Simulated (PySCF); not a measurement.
SnH2Me(OSiMe3), C₄H₁₄OSiSn.
Structure used (PBE0-D3(BJ)/def2-SVP), in Å, numbered top down from 1:
```
atom  x, y, z in Å
Sn1    0.352    2.236    0.330
H2     0.290    2.281    2.046
H3     1.973    2.305   -0.237
C4    -0.926    3.673   -0.599
H5    -0.607    4.694   -0.346
H6    -1.957    3.520   -0.253
H7    -0.891    3.541   -1.689
O8    -0.394    0.488   -0.240
Si9    0.003   -1.109   -0.005
C10    1.706   -1.466   -0.721
C11   -1.292   -2.141   -0.884
C12    0.013   -1.515    1.833
H13    1.974   -2.528   -0.601
H14    2.486   -0.867   -0.224
H15    1.737   -1.230   -1.797
H16   -1.317   -1.899   -1.958
H17   -1.082   -3.218   -0.780
H18   -2.294   -1.946   -0.471
H19    0.762   -0.916    2.375
H20   -0.970   -1.311    2.286
H21    0.249   -2.578    2.004
```

Method used: PySCF 2.14.0, density-fitted response routines, TDDFT wB97X-D/def2-SVPD, vertical, gas phase, core orbitals frozen in the response, def2 core potentials past Kr. Spin–orbit coupling is left out.

Transition dipole moments from the ground state, in atomic units and in the frame of the coordinates above (overall signs are arbitrary), for the states with f of 0.002 or more among the lowest 7:

| state | E (eV) | μx | μy | μz |
| --- | --- | --- | --- | --- |
| S1 | 6.597 | 0.197 | 0.005 | -0.279 |
| S2 | 6.913 | -0.337 | -0.455 | -0.243 |
| S3 | 7.425 | 0.108 | 0.005 | -0.149 |
| S4 | 7.600 | -0.098 | 0.014 | 0.151 |
| S5 | 7.653 | 0.358 | -0.043 | 0.262 |
| S6 | 7.712 | -0.362 | 0.014 | -0.255 |
| S7 | 7.803 | -0.246 | 0.031 | 0.278 |

(1) What oscillator strength does each state have?

(2) Which bond between heavy atoms lies closest to the direction of the S2 transition dipole?

(3) What angle do the transition dipoles of S2 and S5 make?

(4) How is the summed strength of these states shared among x, y and z?

Answers

(1) f = (2/3) ΔE |μ|² with ΔE in hartree (27.2114 eV).

| state | \|μ\|² (au) | \|μ\| (D) | f |
| --- | --- | --- | --- |
| S1 | 0.117 | 0.87 | 0.019 |
| S2 | 0.379 | 1.56 | 0.064 |
| S3 | 0.034 | 0.47 | 0.006 |
| S4 | 0.032 | 0.46 | 0.006 |
| S5 | 0.198 | 1.13 | 0.037 |
| S6 | 0.196 | 1.13 | 0.037 |
| S7 | 0.139 | 0.95 | 0.027 |

(2) Sn1–O8 and Si9–C11, at 14° from it; next O8–Si9 at 58°.

(3) |cos θ| = |μa·μb| / (|μa| |μb|) = 0.60, so θ ≈ 53° (taken between 0 and 90°, since the signs are arbitrary).

(4) (2/3) Σ ΔE μα² gives 0.090 for x, 0.036 for y and 0.071 for z, 0.196 in all.

Hardware: an AMD EPYC with one thread (shared host). Cost: 3.8 min wall (grids of density and orbitals included), 1.6 GiB resident at most.

One conformer stands for the species.
